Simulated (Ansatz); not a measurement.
Calculated with Ansatz (gas phase, PBE0-D4/def2-TZVP geometries, no zero-point term in ΔE). CCSD(T)/CBS is the MP2 limit (def2-TZVPP, def2-QZVPP) plus CCSD(T) − MP2 in def2-TZVPP, frozen cores. This one scheme is used for every species. One conformer a species, not always the lowest.

`[F][Al]([SiH3])[Cl]` + H₂O → `[OH][Al]([SiH3])[Cl]` + H–F  (formal hydrolysis of the Al–F bond)

```json
{"species": "`[F][Al]([SiH3])[Cl]`", "CCSD/CBS(def2) energy (Eh)": "-1092.58957"}
{"species": "H₂O", "CCSD/CBS(def2) energy (Eh)": "-76.37179"}
{"species": "`[OH][Al]([SiH3])[Cl]`", "CCSD/CBS(def2) energy (Eh)": "-1068.55457"}
{"species": "H–F", "CCSD/CBS(def2) energy (Eh)": "-100.38944"}
```

Task: Work out ΔE.

Result: ΔE = (-1068.55457) + (-100.38944) − (-1092.58957) − (-76.37179) = 0.01735 Eh = +45.6 kJ/mol. CCSD(T)/CBS gives +44.4 kJ/mol.

Largest T1 diagnostic among the species: 0.012.

Leaving LDA and LC-ωPBE aside and taking each functional with its dispersion term where it has one, the values, not all of them listed here, spread over 5.7 kJ/mol, from HSE06-D4 to B97M-V. LDA lies −5.4 kJ/mol from PBE without D4. In def2-TZVPP, CCSD(T) changes the Hartree–Fock value by −6.5 kJ/mol (the triples alone add −1.1 kJ/mol) and MP2 by −8.2 kJ/mol.
